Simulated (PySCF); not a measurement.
**[Ce(H2S)3]3+ at several levels of theory**

Computed with PySCF 2.14.0 (density fitting, no spin-orbit coupling) at the geometry relaxed with PBE0:

```xyz
10
[Ce(H2S)3]3+ (singlet in the valence; each metal's 4f electrons, 1 of them, lie in its core potential, out of spins and levels; a saddle point, relaxed within its symmetry)
Ce    0.1070   -0.0830    0.9006
S     2.7761   -0.0467   -0.3867
H     3.7220   -0.0148    0.5982
H     3.0760   -1.2983   -0.8432
S    -1.3931    2.2868   -0.0504
H    -1.7086    3.0711    1.0224
H    -0.5224    3.1632   -0.6307
S    -1.5790   -2.4203    0.2116
H    -2.8915   -2.0604    0.3200
H    -1.5863   -2.5977   -1.1417
```

```tsv
level	basis	state	HOMO (eV)	gap (eV)	charge on Ce1 (e)	population of f-type functions on Ce1 (polarisation alone where 4f lies in the core)	dipole about the centre of mass (D)	largest force component (eV/Å)
PBE0	Ce lcecp-1-SVP with ECP47, S def2-SVP, H def2-SVP	singlet	-21.24	4.83	1.72	0.02	0.97	0.02
B3LYP	the same	singlet	-20.96	4.33	1.67	0.02	0.90	0.15
TPSSh	the same	singlet	-20.63	3.89	1.73	0.02	0.95	0.09
PBE	the same	singlet	-20.05	2.89	1.59	0.02	0.80	0.33
PBE0	Ce lcecp-1-TZVP with ECP47, S def2-TZVP, H def2-TZVP	singlet	-21.16	4.94	1.84	0.03	0.73	0.22
```

In the lcecp rows the 4f levels are missing from HOMO and gap, and the state counts the valence alone.

Charges are Mulliken's, which hang on the basis. The relaxation used the grid (50, 194), these runs (75, 302) or, all-electron (x2c bases, spin-free X2C Hamiltonian), (99, 590).

**Question.** What does wB97X with Ce lcecp-1-SVP with ECP47, S def2-SVP, H def2-SVP give here?

**Answer.** state singlet, HOMO (eV) -23.56, gap (eV) 9.16, charge on Ce1 (e) 1.79, population of f-type functions on Ce1 (polarisation alone where 4f lies in the core) 0.02, dipole about the centre of mass (D) 1.28, largest force component (eV/Å) 0.22. Time: 13 s on 2 threads of Arm Neoverse V1 (shared host), from an already converged density.

In the first row's basis the gap widens with exact exchange: 2.9 eV for PBE (none); 3.9 to 4.8 eV for TPSSh, B3LYP, PBE0 (a fixed share); 9.2 eV for wB97X (rising or full at long range).

An lcecp potential fixes the number of 4f electrons, so in runs with it no electron can move into or out of that shell.
